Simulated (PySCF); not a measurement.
C₆H₆F₃O (doublet state).
SMILES with atom numbers: `[F:1][C:2]([F:3])([F:4])[CH2:5][C:6]1=[CH:7][O:8][CH:9][CH2:10]1` (hydrogens: H11, H12 on C5; H13 on C7; H14 on C9; H15, H16 on C10)

Structure used (PBE0-D3(BJ)/def2-SVP), in Å, numbered top down from 1:
```xyz
16
C6H6F3O angstrom
F     -1.7465   -0.2518    1.7049
C     -2.0781    0.1767    0.4799
F     -3.3506   -0.1752    0.2689
F     -2.0256    1.5093    0.4971
C     -1.1750   -0.4108   -0.5815
C      0.2612   -0.0597   -0.4171
C      1.0092    0.6816   -1.2478
O      2.3014    0.8098   -0.8562
C      2.4546    0.0628    0.2813
C      1.1478   -0.5007    0.7222
H     -1.3264   -1.5030   -0.5473
H     -1.5530   -0.0565   -1.5513
H      0.7480    1.1837   -2.1788
H      3.3551    0.2617    0.8581
H      0.8031   -0.1055    1.7009
H      1.1597   -1.6045    0.8437
```

The hyperfine couplings belong to this conformer and change with its torsions.

Theory: UKS B3LYP, IGLO-III on C F O, pcH-1 on H, non-relativistic, mean-field spin-orbit, GIAO in PySCF 2.14.0. The structure is a single PBE0-D3(BJ)/def2-SVP conformer in the gas phase; no vibrational or solvent corrections. The SCF solution wasn't tested for stability.

Principal values of hyperfine tensors in MHz (contact and dipolar terms together), for some of the nuclei:

```tsv
atom	isotope	A1	A2	A3
H15	1H	156.30	158.31	166.97
C9	13C	43.39	45.11	264.09
H14	1H	-81.87	-48.40	-12.00
C10	13C	-35.84	-34.45	-30.71
O8	17O	-65.50	4.07	6.18
C6	13C	0.67	3.85	19.58
F1	19F	5.77	5.92	11.96
C7	13C	-13.97	-4.93	-1.92
```

(1) Give the isotropic coupling of each nucleus in MHz and in mT (g = 2.0030), and the anisotropic part.

(2) What spin density at the nucleus of C10 lies behind its contact coupling (g_N = 1.40482)?

(3) H16 (1H, g_N = 5.58569) isn't in the table. Its spin density at the nucleus is 0.03241 bohr⁻³. What is its contact coupling?

(4) Name the largest traceless tensor T of the table and describe it.

(5) What first-order splitting does H14 cause when the field lies along A1, A2 or A3 of its tensor (g taken as isotropic, no quadrupole term)?

Results:

(1) a_iso = (A1 + A2 + A3)/3, Ti = Ai − a_iso; 1 mT corresponds to 28.035 MHz.

| atom | a_iso (MHz) | a_iso (mT) | T1 | T2 | T3 |
| --- | --- | --- | --- | --- | --- |
| H15 | 160.53 | 5.726 | -4.23 | -2.22 | 6.45 |
| C9 | 117.53 | 4.192 | -74.14 | -72.42 | 146.56 |
| H14 | -47.43 | -1.692 | -34.45 | -0.98 | 35.42 |
| C10 | -33.67 | -1.201 | -2.17 | -0.78 | 2.95 |
| O8 | -18.42 | -0.657 | -47.08 | 22.49 | 24.59 |
| C6 | 8.04 | 0.287 | -7.37 | -4.18 | 11.55 |
| F1 | 7.88 | 0.281 | -2.11 | -1.97 | 4.08 |
| C7 | -6.94 | -0.247 | -7.03 | 2.01 | 5.02 |

(2) a_FC = (2μ0/3) gₑ μB g_N μN ρ(0)/(2S·h) = 800.24 MHz × g_N × ρ(0)/(2S), with ρ in bohr⁻³. With a_FC = -33.67 MHz and 2S = 1, ρ(0) = -0.02995 bohr⁻³.

(3) By the same relation, a_FC = 144.9 MHz. Its full tensor has the principal values 140.32, 140.87, 153.47 MHz.

(4) C9: -74.1, -72.4, 146.6 MHz, axial, in the ratio −1:−1:+2, the form that spin in one p orbital centred on that nucleus gives.

(5) 2 lines (I = 1/2), spaced by |A_i|/(g × 13.996): 2.92, 1.73, 0.43 mT along the axes of A1, A2 and A3.
